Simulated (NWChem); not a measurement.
# Dipole moment of GeS

```
Ge
S 1 2.0180
```
Charge 0, spin multiplicity 1.

All runs are NWChem calculations. Structure: optimised with PBE0/def2-SVP, a minimum by its harmonic frequencies.

Basis set: def2-SVPD. The CCSD dipole comes from the Λ equations, without orbital relaxation.

The Hamiltonian is non-relativistic. The correlated methods keep 14 core orbitals frozen. B3LYP has NWChem's definition, with VWN1-RPA local correlation. The structure started from a generated list of species. No row is a measurement; the coupled-cluster row has its own basis-set and correlation limits.

### Question
For the dipole moment, HF gives 2.83 D and PBE0 gives 2.27 D. What do B3LYP, PBE, CCSD give?

### Answer
B3LYP: 2.23 D; PBE: 2.03 D; CCSD: 1.93 D.
